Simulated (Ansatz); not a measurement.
CaF2 (SMILES [F][Ca][F]) moved off its minimum; all values from Ansatz (a quantum-chemistry and plane-wave program), cores frozen in correlated methods.
(charge 0, multiplicity 1)
```xyz
3

Ca     0.24598     0.01784     0.03568
F     -0.67563     1.29170    -1.26143
F      0.07591    -1.45959     1.33095
```

**Question.** Give the forces (eV/Å), the total energy and the dipole at CCSD(T)/def2-TZVPPD.

**Answer.** 
| atom | Fx | Fy | Fz |
|---|---|---|---|
| Ca1 | 0.168 | 0.781 | -0.672 |
| F2 | -0.093 | 0.189 | -0.185 |
| F3 | -0.074 | -0.971 | 0.857 |
Energy -876.4404 hartree, dipole 4.08 D.
